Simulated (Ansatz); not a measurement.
The same path of CH6Ge + H4Si (13 atoms, charge 0, multiplicity 1) was run twice with different band settings. Lost on the way: Ge1–H2, Si9–H13. Made: Ge1–Si9, H2–H13.

All numbers below come from Ansatz, RKS B3LYP/def2-SVP.

Relaxed end points:

```xyz
13
Properties=species:S:1:pos:R:3
Ge -0.470 1.428 0.038
H -1.032 1.779 1.434
H 1.000 1.898 -0.033
C -1.536 2.297 -1.370
H -2.584 1.963 -1.318
H -1.512 3.391 -1.250
H -1.137 2.044 -2.364
H -0.503 -0.107 -0.132
Si 2.206 -3.778 1.720
H 1.017 -4.539 1.242
H 3.006 -3.318 0.549
H 3.048 -4.662 2.578
H 1.757 -2.598 2.513
```

```xyz
13
Properties=species:S:1:pos:R:3
Ge 0.695 -0.241 -1.465
H -1.922 0.166 5.282
H 1.879 0.475 -2.160
C -0.455 1.104 -0.586
H -1.313 0.618 -0.099
H 0.114 1.658 0.175
H -0.834 1.820 -1.332
H -0.116 -0.966 -2.567
Si 1.540 -1.857 0.098
H 0.410 -2.580 0.758
H 2.405 -2.861 -0.591
H 2.347 -1.185 1.161
H -1.488 -0.354 4.935
```

Common settings: movable images 5; climbing image yes; optimiser quadratic models (default); start path through a guess of the saddle point; force threshold 0.05 eV/Å; iteration limit 60; end points relaxed.

| run | spring |
| --- | --- |
| 1 | 5.0 eV/Å² |
| 2 | 20.0 eV/Å² |

What does each run give, and how far can it be trusted?

Run 1: converged after 44 iterations, highest image 3.602 eV above the first end. Neighbouring images differ by up to 3.6 eV, so the band resolves the path poorly. A vibrational analysis at the climbing image gives one clearly imaginary mode, 1809i cm⁻¹: a first-order saddle point.
Run 2: converged after 33 iterations, highest image 3.654 eV above the first end. Neighbouring images differ by up to 3.6 eV, so the band resolves the path poorly. The order of the point at the top wasn't checked.
The orbitals stay closed-shell, which can raise the energy where a bond breaks towards radicals; this wasn't checked here.
